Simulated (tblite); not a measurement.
C7H9F3.
Geometry (GFN2-xTB, Å), atoms numbered from 1 in this order:
```
atom  x, y, z in Å
C1     2.6487   -0.0358   -0.7046
C2     1.4129    0.0719   -0.2539
C3     1.0096    0.6841    1.0619
C4    -0.4472    0.2668    1.2375
F5    -1.1625    1.1410    2.0141
C6    -0.9949    0.1954   -0.2005
F7    -1.2519    1.4791   -0.6556
C8    -2.3134   -0.5679   -0.3248
F9    -2.1331   -1.8758    0.0361
C10    0.1771   -0.3901   -0.9882
H11    3.4910    0.3087   -0.1311
H12    2.8638   -0.4699   -1.6653
H13    1.0521    1.7745    0.9968
H14    1.6418    0.3647    1.8885
H15   -0.5410   -0.7207    1.7056
H16   -2.6674   -0.5541   -1.3603
H17   -3.0673   -0.1361    0.3410
H18    0.1125   -1.4804   -0.9822
H19    0.1595   -0.0461   -2.0223
```

Method: GFN2-xTB as coded in tblite; computed harmonic values from a numerical Hessian at the method's own geometry, unscaled. The method is semi-empirical: single wavenumbers can be off by several per cent or more. One conformer, not necessarily the lowest.

Harmonic wavenumbers (cm⁻¹): 50.4, 86.7, 96.6, 184.6, 218.1, 224.9, 304.2, 341.8, 413.3, 446.5, 459.5, 514.2, 580.3, 600.9, 687.4, 770.4, 867.9, 891.4, 900.4, 924.0, 956.2, 971.8, 1019.2, 1052.0, 1072.1, 1098.4, 1118.5, 1136.3, 1165.3, 1185.9, 1223.7, 1246.3, 1250.9, 1262.4, 1296.0, 1310.4, 1314.0, 1408.4, 1432.5, 1438.5, 1448.8, 1742.0, 2928.1, 2962.2, 2965.7, 2972.3, 2976.3, 3007.7, 3015.2, 3116.0, 3142.5.

A = 1744, B = 1097, C = 899.9 MHz; mass 150.066 u (most abundant isotopes); point group C1, symmetry number 1.

Question: What is the zero-point energy?

Answer: ½Σν̃ = 31900 cm⁻¹ = 91.21 kcal/mol.

Question: What is S at 200 K and 1 bar for an ideal gas of classical rigid rotors and harmonic oscillators?

Answer: Translation 38.97, rotation 28.42, vibration 17.19: S = 84.6 cal/(mol K).

Question: And Cp and H(200 K) − H(0)?

Answer: Cp = 27.62 cal/(mol K), of which vibrations give 19.67 (their classical limit is 51 R = 101.3); H(200 K) − H(0) = 3.51 kcal/mol without the zero-point energy, 1.92 from vibrations.

Question: Which modes carry the vibrational entropy at 200 K?

Answer: 50.4 cm⁻¹: 4.01; 86.7 cm⁻¹: 2.96; 96.6 cm⁻¹: 2.75; 184.6 cm⁻¹: 1.56; 218.1 cm⁻¹: 1.28; 224.9 cm⁻¹: 1.23 cal/(mol K); the other 45 give 3.39 together.

Question: What must be added to the electronic energy to get the Gibbs energy at 200 K and 1 bar?

Answer: ZPE + [H(200 K) − H(0)] − T·S = 91.21 + 3.51 − 16.92 = 77.80 kcal/mol.

Hindered rotation and anharmonicity are outside this model. Other conformers, if any are populated, would add a mixing term that is left out. The structure is chiral; the term R ln 2 for an equal mix with its mirror image is left out.

Hardware: one thread of an Arm Neoverse V1 (shared host). The figure is for the frequency step alone.
